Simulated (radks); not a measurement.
Results of a calculation; reference values are marked as such.
Q: Radial electron density D(r) = 4 pi r^2 rho(r) of an atom or ion with 6 electrons. Code: a radial shooting solver on a logarithmic mesh with Libxc functionals. Model: non-relativistic Kohn-Sham, TPSS, spin-polarised, spherical densities, point nucleus; meta-GGA in the generalised Kohn-Sham scheme.

r (bohr)  D(r) (e/bohr)  spin D(r)
0.01056           1.874   0.000374
0.01289           2.619   0.000663
0.01562           3.562    0.00121
0.01908           4.824    0.00234
0.02312           6.326    0.00453
0.02824           8.179    0.00916
0.03421           10.16     0.0181
0.04179           12.27     0.0363
0.05063           14.09     0.0699
0.06185           15.40      0.135
0.07494           15.76      0.247
0.09153           14.94      0.447
0.1109            13.08      0.756
0.1355            10.48       1.24
0.1654            8.044       1.90
0.2005            6.678       2.68
0.2448            6.652       3.53
0.2967            7.586       4.14
0.3624            8.482       4.31
0.4391            8.259       3.86
0.5363            6.604       2.87
0.6498            4.227       1.75
0.7936            1.996      0.801
0.9616           0.7082      0.279
1.175            0.1629     0.0642
1.423           0.02519     0.0101
1.738          0.002029   0.000847

What is the nuclear charge?

A: Z = 14. The innermost maximum, from 1s, lies near 1/Z = 0.0714 bohr (found: 0.0726), and its height grows with Z. The density is that of the silicon ion Si8+ in [He] 2s2 2p2; the configuration itself is not fixed sharply by these data, and Z only to about a unit. D(r) has 2 maxima, at r = 0.0726, 0.386 bohr, and minima at 0.222 bohr, inside which lie 2.21 electrons.
